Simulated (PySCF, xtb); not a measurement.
CH5N3OSi, SMILES C(O[SiH](N)N)#N. The values are those of a single conformer.

Harmonic wavenumbers (cm⁻¹) from xtb 6.7.1 with GFN2-xTB at its own minimum, in rising order: 43, 98, 154, 179, 238, 252, 285, 425, 491, 500, 512, 641, 677, 712, 769, 823, 878, 975, 1258, 1510, 1512, 2291, 2468, 3485, 3487, 3533, 3541.

Q: What does PBE-D3(BJ)/def2-SVP (PySCF) give at its own minimum? (The exact figures need the calculation; the answer reports its results.)

A: 34, 103, 205, 237, 276, 319, 347, 380, 416, 493, 501, 634, 713, 769, 801, 877, 882, 960, 1173, 1476, 1481, 2199, 2311, 3504, 3517, 3607, 3619. Paired by order, the mean absolute difference is 46 cm⁻¹ and the zero-point energies are 45.4 and 45.5 kcal/mol.
